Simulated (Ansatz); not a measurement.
Geometry optimisation, Ansatz, DFT PBE, scalar-relativistic, plane waves, PAW.

Input:

```yaml
crystal:
  lattice:
    - [-2.29, -3.966396, 0.0]
    - [3.435, -1.983198, 0.0]
    - [0.0, 0.0, 7.17686]
  atoms:
    - { symbol: Be, position: [0.75, 0.5, 0.0] }
    - { symbol: Be, position: [0.5, 0.3333333, 0.25] }
    - { symbol: Be, position: [0.75, 0.5, 0.5] }
    - { symbol: Be, position: [0.5, 0.3333333, 0.75] }
    - { symbol: Be, position: [0.5, 0.0, 0.0] }
    - { symbol: Be, position: [0.25, 0.8333333, 0.25] }
    - { symbol: Be, position: [0.5, 0.0, 0.5] }
    - { symbol: Be, position: [0.25, 0.8333333, 0.75] }
    - { symbol: Be, position: [0.25, 0.5, 0.0] }
    - { symbol: Be, position: [0.0, 0.3333333, 0.25] }
    - { symbol: Be, position: [0.25, 0.5, 0.5] }
    - { symbol: Be, position: [0.0, 0.3333333, 0.75] }
    - { symbol: Be, position: [0.0, 0.0, 0.0] }
    - { symbol: Be, position: [0.75, 0.8333333, 0.25] }
    - { symbol: Be, position: [0.0, 0.0, 0.5] }
    - { symbol: Be, position: [0.75, 0.8333333, 0.75] }
    - { symbol: Li, position: [0.2454802, 0.1696692, 0.6283525] }
basis:
  ecutwfc: 420.0
kpoints:
  mp_grid: { grid: [5, 5, 3] }
hamiltonian:
  xc: pbe
scf:
  occupations: { method: fermi_dirac, width: 0.15 }
  lower_state_search: "off"
relax:
  f_tol: 0.03
  max_steps: 60
  adjacent_minimum: "off"
```

Command:

```bash
$ ansatz run input.yaml --threads 1 --pin off --max-ram 3072MiB --backend cpu --events-out ev --progress --plain --runs-dir out
```

Question: Where does it end, and by what steps?

Answer: The forces met the threshold. Limits of this set-up: coarse k mesh. After 12 steps the energy has fallen by 4.639 eV; Be12 moved furthest, 1.13 Å.

```csv
step,energy less start (eV),largest force component (eV/Å),accepted
0,0.0000,3.902,yes
1,-1.9896,2.396,yes
2,-3.6615,0.520,yes
3,-3.6679,0.711,yes
4,-3.8571,0.377,yes
5,-3.9871,0.347,yes
6,-4.1638,0.443,yes
7,-4.2297,0.522,yes
8,-4.4450,0.305,yes
9,-4.5598,0.189,yes
10,-4.6207,0.245,yes
11,-4.6376,0.040,yes
12,-4.6387,0.013,yes
```

```xyz
17
Lattice="-2.2900 -3.9664 0.0000 3.4350 -1.9832 0.0000 0.0000 0.0000 7.1769" Properties=species:S:1:pos:R:3
Be -0.265 -3.895 -0.026
Be -0.122 -2.632 1.743
Be -0.264 -3.894 3.514
Be 0.119 -2.886 5.333
Be -1.175 -1.928 -0.018
Be 2.144 -2.619 1.743
Be -1.174 -1.927 3.501
Be 1.971 -2.853 5.330
Be 1.058 -1.987 -0.021
Be 0.949 -0.639 1.744
Be 1.058 -1.987 3.506
Be 2.233 -0.973 5.333
Be -0.249 0.114 -0.025
Be 0.993 -4.579 1.743
Be -0.250 0.114 3.511
Be 1.753 -4.857 5.329
Li 0.400 -0.901 5.331
```

Whether the end is a true minimum wasn't checked by a vibrational analysis.

Time of the run: 2.6 min on 1 thread of Arm Neoverse V1 (shared host), peak memory 0.41 GiB.
